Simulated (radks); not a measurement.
Coherent X-ray form factor from a spherical all-electron density. Calculated with a radial shooting solver on a logarithmic mesh with Libxc functionals: Dirac Kohn-Sham, HCTH/407, spin-unpolarised, spherical densities, finite nucleus; Fermi nuclear charge, rms radius of each element as measured or else 0.836 A^(1/3) + 0.57 fm.

sin(theta)/lambda (1/angstrom),f0 (electrons)
0.05,36.897
0.1,36.592
0.15,36.095
0.2,35.421
0.25,34.591
0.3,33.629
0.4,31.416
0.5,29.001
0.6,26.579
0.8,22.232
1,18.857
1.25,15.743
1.5,13.284
2,9.362

The species is in the configuration that NIST lists as its ground one. Which atom or ion scatters so?

Answer. The lanthanum ion La20+, [Kr] 4d1. Extrapolating in s^2 from the first two rows gives f0(0) = 37.0, near the electron count 37; among species with that count, the fall with angle is slower the higher Z, and the table is that of Z = 57; from so few rows the species is fixed only to a neighbour or two.
